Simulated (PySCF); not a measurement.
# Computed records: BH2O, CH6BOSi, CH4B2Cl, CH3AlO2 and others

Calculation on a computer-drawn molecule: the log of a Hartree-Fock and frozen-core CCSD(T) single point meant for a local Hartree-Fock minimum, with one planted fault or none, to be diagnosed. Offsets are logged minus clean, where the clean run is the same molecule without the fault. The reference is restricted for singlets and unrestricted otherwise, and also for a bond in bohr or an excited solution. Adding or removing an electron swaps singlet and doublet. The excited solution moves the top pair (singlet) or top alpha electron (doublet) to the lowest empty orbital. Highest occupied and lowest empty are orbital energies over both spins, largest force is the largest gradient component, triples share is (T) over the correlation energy, the T1 limit is 0.02 restricted and 0.045 unrestricted, electrons count all cores, a negative frequency is imaginary (commonest isotopes), and the dipole is about the centre of nuclear charge. Program: PySCF 2.14.0.

Common to all runs: logged SCF converged yes; logged CC converged yes; logged SCF stable within its kind yes; possible faults no fault, one electron removed, one electron added, multiplicity raised by two, geometry at a saddle point, SCF held on an excited solution, minimal basis STO-3G, one bond length entered in bohr, all coordinates scaled.

```yaml
- entry: 1
  formula: BH2O
  logged_structure:
    atoms_angstrom:
      - [B, 1.0865, -2.9213, 2.2928]
      - [O, 0.758, -3.5229, 1.2878]
      - [H, 1.4482, -2.3645, 3.2566]
      - [H, -0.3224, -4.0547, -0.0588]
  given:
    meant_charge: 1
    meant_multiplicity: 1
    meant_basis: cc-pVDZ
    logged_electrons: 14
    logged_basis_functions: 38
    logged_spin_squared: 0.0
    "logged_highest_occupied [eV]": -21.452
    "logged_lowest_empty [eV]": -8.9223
    "logged_largest_force [hartree/bohr]": 0.061039
    logged_T1_diagnostic: 0.026968
    logged_D1_diagnostic: 0.060204
    logged_triples_share: 0.03214
    "logged_dipole_magnitude [debye]": 4.0735
    "logged_energy_HF [hartree]": -100.29129
    "logged_energy_CCSD(T) [hartree]": -100.57684
    drawn_bonds_atom: [1, 1, 2]
    drawn_bonds_other_atom: [2, 3, 4]
    drawn_bonds_order: [1, 1, 1]
  results:
    planted_fault: "one bond length entered in bohr, row 3 of the drawn bonds"
    "HF_energy_offset_from_clean_run [kcal/mol]": 102.0
    "CCSD(T)_energy_offset_from_clean_run [kcal/mol]": 91.42
- entry: 2
  formula: CH6BOSi
  logged_structure:
    atoms_angstrom:
      - [B, 1.0815, 2.2862, 0.3147]
      - [C, -0.3977, 1.8244, -0.119]
      - [Si, -0.4278, 0.6381, -1.4768]
      - [O, -1.5883, 1.4651, -4.0867]
      - [H, 1.2424, 3.3959, 0.7078]
      - [H, 1.9825, 1.5, 0.2719]
      - [H, -0.7177, 1.2501, 0.7707]
      - [H, -1.0966, 2.6456, -0.2776]
      - [H, 0.125, -0.7097, -1.3861]
      - [H, -1.6678, 0.9767, -4.8996]
  given:
    meant_charge: 1
    meant_multiplicity: 1
    meant_basis: "cc-pV(D+d)Z"
    logged_electrons: 38
    logged_basis_functions: 95
    logged_spin_squared: 0.976
    "logged_highest_occupied [eV]": -15.794
    "logged_lowest_empty [eV]": -5.4967
    "logged_largest_force [hartree/bohr]": 0.014202
    logged_T1_diagnostic: 0.016389
    logged_D1_diagnostic: 0.060009
    logged_triples_share: 0.02375
    "logged_dipole_magnitude [debye]": 2.544
    "logged_energy_HF [hartree]": -429.46425
    "logged_energy_CCSD(T) [hartree]": -429.96908
    drawn_bonds_atom: [1, 2, 3, 1, 1, 2, 2, 3, 4]
    drawn_bonds_other_atom: [2, 3, 4, 5, 6, 7, 8, 9, 10]
    drawn_bonds_order: [1, 1, 1, 1, 1, 1, 1, 1, 1]
  results:
    planted_fault: "one bond length entered in bohr, row 3 of the drawn bonds"
    "HF_energy_offset_from_clean_run [kcal/mol]": 95.95
    "CCSD(T)_energy_offset_from_clean_run [kcal/mol]": 122.6
- entry: 3
  formula: CH4B2Cl
  logged_structure:
    atoms_angstrom:
      - [C, 0.9742, -1.5879, -1.6203]
      - [B, -0.0958, -0.6048, -1.1039]
      - [B, -1.2857, -1.0147, 0.0411]
      - [Cl, -2.8408, -1.6774, -0.5107]
      - [H, 1.0373, -2.6249, -1.3023]
      - [H, 1.7316, -1.2999, -2.3435]
      - [H, -0.0871, 0.5214, -1.5339]
      - [H, -1.1857, -0.879, 1.2264]
  given:
    meant_charge: 0
    meant_multiplicity: 2
    meant_basis: "cc-pV(D+d)Z"
    logged_electrons: 36
    logged_basis_functions: 85
    logged_spin_squared: 0.0
    "logged_highest_occupied [eV]": -15.736
    "logged_lowest_empty [eV]": -8.1721
    "logged_largest_force [hartree/bohr]": 0.05558
    logged_T1_diagnostic: 0.060347
    logged_D1_diagnostic: 0.26391
    logged_triples_share: 0.0289
    "logged_dipole_magnitude [debye]": 10.801
    "logged_energy_HF [hartree]": -548.70416
    "logged_energy_CCSD(T) [hartree]": -549.16048
    drawn_bonds_atom: [1, 2, 3, 1, 1, 2, 3]
    drawn_bonds_other_atom: [2, 3, 4, 5, 6, 7, 8]
    drawn_bonds_order: [1, 1, 1, 1, 1, 1, 1]
  results:
    planted_fault: "one electron removed"
    "HF_energy_offset_from_clean_run [kcal/mol]": 220.1
    "CCSD(T)_energy_offset_from_clean_run [kcal/mol]": 232.4
  notes: ["T1 above single-reference limit"]
- entry: 4
  formula: CH3AlO2
  logged_structure:
    atoms_angstrom:
      - [O, 0.0112, -2.1881, 0.6209]
      - [C, -0.5593, -0.9098, 0.5583]
      - [O, 0.409, -0.0418, 0.1521]
      - [Al, 2.0557, 0.0079, -0.2991]
      - [H, -0.6369, -2.8181, 0.9016]
      - [H, -0.9371, -0.6151, 1.5437]
      - [H, -1.3924, -0.9014, -0.1533]
  given:
    meant_charge: 0
    meant_multiplicity: 1
    meant_basis: "cc-pV(D+d)Z"
    logged_electrons: 38
    logged_basis_functions: 27
    logged_spin_squared: 0.0
    "logged_highest_occupied [eV]": -4.7654
    "logged_lowest_empty [eV]": 10.429
    "logged_largest_force [hartree/bohr]": 0.063779
    logged_T1_diagnostic: 0.014924
    logged_D1_diagnostic: 0.048704
    logged_triples_share: 0.026721
    "logged_dipole_magnitude [debye]": 0.24717
    "logged_energy_HF [hartree]": -425.83183
    "logged_energy_CCSD(T) [hartree]": -426.01686
    drawn_bonds_atom: [1, 2, 3, 1, 2, 2]
    drawn_bonds_other_atom: [2, 3, 4, 5, 6, 7]
    drawn_bonds_order: [1, 1, 1, 1, 1, 1]
  results:
    planted_fault: "minimal basis STO-3G"
    "HF_energy_offset_from_clean_run [kcal/mol]": 3434
    "CCSD(T)_energy_offset_from_clean_run [kcal/mol]": 3694
- entry: 5
  formula: CH3AlNO
  logged_structure:
    atoms_angstrom:
      - ["N", -2.0316, -0.2603, -1.4683]
      - [C, -1.4146, 0.6923, -0.6785]
      - [Al, 0.2538, 0.5515, 0.2166]
      - [O, 1.6516, 0.467, 0.9381]
      - [H, -2.7726, 0.0578, -2.0617]
      - [H, -1.4526, -0.9377, -1.9219]
      - [H, -2.0507, 1.5483, -0.4681]
  given:
    meant_charge: 0
    meant_multiplicity: 2
    meant_basis: "cc-pV(D+d)Z"
    logged_electrons: 37
    logged_basis_functions: 80
    logged_spin_squared: 0.7609
    "logged_highest_occupied [eV]": -8.8371
    "logged_lowest_empty [eV]": 1.6071
    "logged_largest_force [hartree/bohr]": 2.6784e-05
    "logged_lowest_frequency [cm^-1]": 138.65
    logged_T1_diagnostic: 0.027818
    logged_D1_diagnostic: 0.093789
    logged_triples_share: 0.033507
    "logged_dipole_magnitude [debye]": 7.3616
    "logged_energy_HF [hartree]": -410.78971
    "logged_energy_CCSD(T) [hartree]": -411.37434
    drawn_bonds_atom: [1, 2, 3, 1, 1, 2]
    drawn_bonds_other_atom: [2, 3, 4, 5, 6, 7]
    drawn_bonds_order: [1, 1, 2, 1, 1, 1]
  results:
    planted_fault: "no fault"
    "HF_energy_offset_from_clean_run [kcal/mol]": 0.0
    "CCSD(T)_energy_offset_from_clean_run [kcal/mol]": 0.0
- entry: 6
  formula: Al2HO
  logged_structure:
    atoms_angstrom:
      - [O, 2.3256, -3.092, -0.665]
      - [Al, 2.3225, -1.6993, 0.0446]
      - [Al, 2.3178, 0.6341, 1.2344]
      - [H, 2.3149, 2.0145, 1.9384]
  given:
    meant_charge: 1
    meant_multiplicity: 1
    meant_basis: "cc-pV(D+d)Z"
    logged_electrons: 34
    logged_basis_functions: 65
    logged_spin_squared: 0.0
    "logged_highest_occupied [eV]": -15.228
    "logged_lowest_empty [eV]": -6.2897
    "logged_largest_force [hartree/bohr]": 2.5164e-05
    "logged_lowest_frequency [cm^-1]": 98.941
    logged_T1_diagnostic: 0.046162
    logged_D1_diagnostic: 0.094077
    logged_triples_share: 0.049597
    "logged_dipole_magnitude [debye]": 12.514
    "logged_energy_HF [hartree]": -558.95773
    "logged_energy_CCSD(T) [hartree]": -559.28694
    drawn_bonds_atom: [1, 2, 3]
    drawn_bonds_other_atom: [2, 3, 4]
    drawn_bonds_order: [2, 1, 1]
  results:
    planted_fault: "no fault"
    "HF_energy_offset_from_clean_run [kcal/mol]": 0.0
    "CCSD(T)_energy_offset_from_clean_run [kcal/mol]": 0.0
  notes: ["T1 above single-reference limit"]
```
